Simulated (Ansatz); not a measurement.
Reaction (ligand exchange at the Si–S bond): `O[SiH2]S[SiH2]Cl` + `CC(O)=S` → `CC(=S)O[SiH2]O` + `S[SiH2]Cl`

Calculated with Ansatz (gas phase, PBE0-D4/def2-TZVP geometries, no zero-point term in ΔE). CCSD(T)/CBS adds triple-zeta CCSD(T) − MP2 to the extrapolated MP2 energy (def2 sets, frozen cores). Functionals use def2-TZVPP. Each species was taken in one conformer, which may not be the lowest.

```json
{"level": "ωB97X-V", "ΔE (kJ/mol)": "3.1"}
{"level": "PBE0", "ΔE (kJ/mol)": "11.7"}
{"level": "SCS-MP2/def2-TZVPP", "ΔE (kJ/mol)": "-4.1"}
{"level": "CCSD/def2-TZVPP", "ΔE (kJ/mol)": "-5.4"}
```

Question: What does CCSD(T)/CBS give? (An estimate is asked.)

Answer: Ansatz gave: +1.0 kJ/mol. The listed levels differ from it by 2.1, 10.7, -5.1, -6.4 kJ/mol.

Largest T1 diagnostic among the species: 0.017.

In def2-TZVPP, CCSD(T) changes the Hartree–Fock value by +10.9 kJ/mol (the triples alone add +3.1 kJ/mol) and MP2 by +15.3 kJ/mol. The D4 term adds +3.9 kJ/mol with B3LYP and +1.9 kJ/mol with PBE0; it sums over pairs of atoms, weighted by their polarisabilities, and B3LYP, whose exchange is more repulsive, gets the larger term.

B3LYP here is the variant with VWN-RPA as its local correlation; programs differ in this.
